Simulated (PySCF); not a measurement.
Computed properties of Te(SH)2 (H2S2Te), SMILES S[Te]S

H2S2Te, SMILES S[Te]S. Geometry optimised at B3LYP-D3(BJ)/def2-SVP. The def2 effective core potentials stand for the cores of Te; spin–orbit coupling is left out. Other conformers were not sampled. All values are computed for the isolated molecule unless a solvent is named; none is compared with measurement here.

**Structure.** The optimised structure has C2 symmetry. All 9 harmonic modes at B3LYP-D3(BJ)/def2-SVP (PySCF) are real, so it is a minimum. With heavy atoms numbered as in [Te:1]([SH:2])[SH:4], the shortest bond between them is Te1–S2 at 2.438 Å and the longest Te1–S4 at 2.438 Å.

**Vibrations.** The strongest infrared lines (harmonic, unscaled, degenerate partners summed) lie at 314 cm⁻¹ (28 km/mol, H 88 %, S 10 %), 301 cm⁻¹ (23 km/mol, H 95 %), 327 cm⁻¹ (16 km/mol, S 70 %, Te 22 %). The softest mode is at 119 cm⁻¹ and the zero-point energy is 11.8 kcal/mol.

**Electronic structure.** ωB97X/def2-TZVPD (PySCF) places the frontier levels at -9.01 and -0.23 eV, a gap of 8.78 eV, and gives a dipole moment of 0.72 D and a mean polarisability of 89.6 bohr³.

**Excitations.** TDA-ωB97X/def2-SVPD (PySCF) has S1 at 3.48 eV (356 nm, f = 0.002, dark); the most intense of the 10 singlets computed lies at 6.09 eV (f = 0.12). T1 (TDA) is at 2.71 eV, 0.77 eV under S1. No vertical singlet excitation falls in the visible range (under 3.1 eV).
